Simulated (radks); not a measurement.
Question: The tin ion Sn30+, configuration [Ar] 3d2. Calculated with a radial shooting solver on a logarithmic mesh with Libxc functionals: scalar-relativistic Kohn-Sham, PBE, spin-unpolarised, spherical densities, point nucleus. Some entries of the table are withheld. Estimate them.

orbital  occ.  eigenvalue (eV)  <r> (bohr)
1s          2        -30447.82     0.02906
2s          2              (1)      0.1246
2p          6        -5347.255      0.1087
3s          2              (2)         (3)
3p          6        -1901.274         (4)
3d          2              (5)      0.2741
4s          0        -1019.943      0.6109
4p          0        -963.6330      0.6149

Answer: 
(1) 2s eigenvalue (eV): -5786.437
(2) 3s eigenvalue (eV): -2042.673
(3) 3s <r> (bohr): 0.3140
(4) 3p <r> (bohr): 0.3067
(5) 3d eigenvalue (eV): -1712.171
